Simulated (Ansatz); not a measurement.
`O[CH2][Ga]([F])[Cl]` + NH₃ → `[NH2][Ga]([F])[Cl]` + CH₃OH at 600 K and 1 bar (ligand exchange at a Ga–C bond).

Isolated molecules relaxed with PBE0-D4/def2-TZVP in Ansatz; ΔE leaves out vibrations. CCSD(T)/CBS adds triple-zeta CCSD(T) − MP2 to the extrapolated MP2 energy (def2 sets, frozen cores). This one scheme is used for every species. For Ga outer-core shells are correlated without core-valence functions, which leaves a few kJ/mol of doubt a bond. Scalar relativity is left out up to krypton. One conformer a species, not always the lowest.

```tsv
species	CCSD(T)/CBS energy (Eh)	H − E (kJ/mol)	S (J/(mol·K))
`O[CH2][Ga]([F])[Cl]`	-2598.62828	175.5	450.8
NH₃	-56.50880	112.4	219.5
`[NH2][Ga]([F])[Cl]`	-2539.54166	123.4	402.9
CH₃OH	-115.61712	163.6	277.3
```

H − E and S are ideal-gas, rigid-rotor, harmonic terms from PBE0-D4/def2-TZVP, for one conformer and one mirror image of each species. 1 Eh = 2625.50 kJ/mol, R = 8.31446 J/(mol·K).

**Question.** By hand: ΔE, ΔH, ΔS and ΔG.

**Answer.** ΔE = (-2539.54166) + (-115.61712) − (-2598.62828) − (-56.50880) = -0.02170 Eh = -57.0 kJ/mol. Δ(H − E) = 123.4 + 163.6 − 175.5 − 112.4 = -0.9, so ΔH = -57.9 kJ/mol. ΔS = 402.9 + 277.3 − 450.8 − 219.5 = 9.9 J/(mol·K). ΔG = -57.9 − 600 × (9.9)/1000 = -63.8 kJ/mol.

**Question.** By hand: the equilibrium constant, and the temperature at which ΔG would vanish if ΔH and ΔS stayed fixed.

**Answer.** log₁₀ K = −ΔG/(RT ln 10) = 5.6. ΔH and −TΔS have one sign here, so there is no such temperature.

The number of gas molecules stays the same, so ΔS is small and ΔH decides. A doubt of 5 kJ/mol in ΔE shifts log₁₀ K by 0.4 here. Other conformers and mirror images would add mixing entropy, several J/(mol·K) or more a flexible species. Modes under 60 cm⁻¹, often nearly free rotors, make the harmonic entropy too high. These are equilibria of isolated gas molecules and say nothing of rates. Largest T1 diagnostic: 0.013 (customary marks: 0.02 for closed shells, 0.045 for open ones).

ΔS is within the doubt of such terms, so its sign, and with it that verdict, could turn.
